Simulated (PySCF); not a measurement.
OS2, SMILES [O-][S+]=S. Heavy atoms are numbered as in [S:1]=[S+:2][O-:3].

Geometry optimised at PBE0-D3(BJ)/def2-TZVP.

Level of theory: PBE/pcSseg-2 (PySCF).

GIAO shieldings, no solvent; atoms alike by connectivity are averaged. δ = σ(ref) − σ: ³³S against H2S (σ = 705.0 ppm); ¹⁷O against H2O (σ = 327.5 ppm), references at their B3LYP-D3(BJ)/def2-TZVP geometries, non-relativistic.

Task: Estimate the chemical shifts. (Estimate from the structure and the level; the computed values follow.)

Result: 
| nucleus | atoms | count | δ (ppm) |
|---|---|---|---|
| ³³S | S1 | 1 | 1347.8 |
| ³³S | S2 | 1 | 1250.1 |
| ¹⁷O | O3 | 1 | 858.2 |
